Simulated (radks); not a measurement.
Pb, configuration [Xe] 4f14 5d8.5 6p5.5 (fractional occupations, a model configuration). All-electron calculation, Dirac Kohn-Sham, PBEsol, spin-unpolarised, spherical densities, finite nucleus; open shells are shared between the two j in proportion to 2j + 1; Fermi nuclear charge, rms radius 5.5012 fm. Program: a radial shooting solver on a logarithmic mesh with Libxc functionals.

Unscreened Slater integrals over Kohn-Sham orbitals (eV). Large and small components are both included.

\begin{tabular}{lr}
integral & value \\ \hline
F0(6p3/2,6p3/2) & 8.3174 \\
F2(6p3/2,6p3/2) & 4.4498 \\
F0(6p3/2,6p1/2) & 8.8133 \\
G2(6p3/2,6p1/2) & 4.5652 \\
F0(6p3/2,5d5/2) & 10.393 \\
F2(6p3/2,5d5/2) & 3.0960 \\
G1(6p3/2,5d5/2) & 1.1068 \\
G3(6p3/2,5d5/2) & 0.95506 \\
F0(6p3/2,5d3/2) & 10.430 \\
F2(6p3/2,5d3/2) & 2.9944 \\
G1(6p3/2,5d3/2) & 0.97974 \\
G3(6p3/2,5d3/2) & 0.87107 \\
F0(6p1/2,6p1/2) & 9.4370 \\
F0(6p1/2,5d5/2) & 11.598 \\
G3(6p1/2,5d5/2) & 1.4756 \\
F0(6p1/2,5d3/2) & 11.650 \\
G1(6p1/2,5d3/2) & 1.6422 \\
F0(5d5/2,5d5/2) & 19.385 \\
F2(5d5/2,5d5/2) & 10.169 \\
F4(5d5/2,5d5/2) & 6.8083 \\
F0(5d5/2,5d3/2) & 19.693 \\
F2(5d5/2,5d3/2) & 10.325 \\
G2(5d5/2,5d3/2) & 10.308 \\
G4(5d5/2,5d3/2) & 6.9057 \\
F0(5d3/2,5d3/2) & 20.019 \\
F2(5d3/2,5d3/2) & 10.509 \\
\end{tabular}
